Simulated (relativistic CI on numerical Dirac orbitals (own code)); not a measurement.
Line list: Electric-dipole lines, In XXXIX

Calculated at this level of theory: Dirac-Coulomb-Breit CI, KLI orbitals optimised for each configuration, QED by a radiative potential, unscaled Slater integrals (own radial code, finite nucleus).

Configuration list (outside the closed core [Ne]): 3s, 3p, 3d, 4s, 4p, 4d, 4f, 5s, 5p, 5d, 5f, 5g, 6s, 6p, 6d, 7s, 7p. Levels of other configurations are missing.

```
λ vac (nm)            Lower            Upper   A (s⁻¹)  log gf  S velocity/length
   0.75463   3p 2P°_3/2 [3]   5d 2D_5/2 [17]  8.69e+12   -0.35               0.98
   0.80420    3d 2D_3/2 [4]  5f 2F°_5/2 [18]  1.15e+13   -0.17               0.99
   0.80988    3d 2D_5/2 [5]  5f 2F°_7/2 [19]  1.21e+13   -0.02               0.99
   0.98494    3s 2S_1/2 [1]   4p 2P°_3/2 [8]  6.28e+12   -0.44               1.01
    1.0214   3p 2P°_1/2 [2]    4d 2D_3/2 [9]  1.32e+13   -0.08               0.99
    1.0650   3p 2P°_3/2 [3]   4d 2D_5/2 [10]  1.63e+13    0.22               0.99
    1.1543    3d 2D_3/2 [4]  4f 2F°_5/2 [11]  3.20e+13    0.58               1.00
    1.1649    3d 2D_5/2 [5]  4f 2F°_7/2 [12]  3.39e+13    0.74               1.00
    2.2711   4p 2P°_1/2 [7]   5d 2D_3/2 [16]  2.43e+12   -0.12               1.00
    2.3554   4p 2P°_3/2 [8]   5d 2D_5/2 [17]  3.11e+12    0.19               1.00
    2.5048    4d 2D_3/2 [9]  5f 2F°_5/2 [18]  5.56e+12    0.50               1.01
    2.5256   4d 2D_5/2 [10]  5f 2F°_7/2 [19]  5.94e+12    0.66               1.01
    2.6372  4f 2F°_5/2 [11]   5g 2G_7/2 [20]  9.58e+12    0.90               1.00
    2.6457  4f 2F°_7/2 [12]   5g 2G_9/2 [21]  9.89e+12    1.02               1.00
    4.3904  5p 2P°_3/2 [15]   6d 2D_5/2 [26]  8.82e+11    0.18               1.00
    8.7185    3s 2S_1/2 [1]   3p 2P°_3/2 [3]  9.03e+10   -0.39               1.00
    9.9838   3p 2P°_3/2 [3]    3d 2D_5/2 [5]  5.18e+10   -0.33               1.06
    21.279    4s 2S_1/2 [6]   4p 2P°_3/2 [8]  2.16e+10   -0.23               1.00
    26.062   4p 2P°_3/2 [8]   4d 2D_5/2 [10]  1.25e+10   -0.12               0.99
    53.012  5p 2P°_3/2 [15]   5d 2D_5/2 [17]  4.10e+09    0.02               1.00
```

Terms are leading LS components. Brackets give the number of a level in order of energy, since labels repeat. The list gives strong lines, with weight on those to low levels. Levels whose partners in the same complex of configurations lie outside the list can be far off, and so can their lines. Rates are taken at the computed energies, electric ones in the length gauge. A velocity-to-length ratio far from 1 marks an uncertain rate.

At this charge energies of transitions that change n are usually good to better than 1 %, and those within a shell (Δn = 0) to a few per cent.

Task: From the table, what is the radiative lifetime of 5d 2D_5/2?

Result: The listed rates from this level add up to about 1.18e+13 s⁻¹, 98 % of its decay; with all channels τ = 8.34e-14 s.
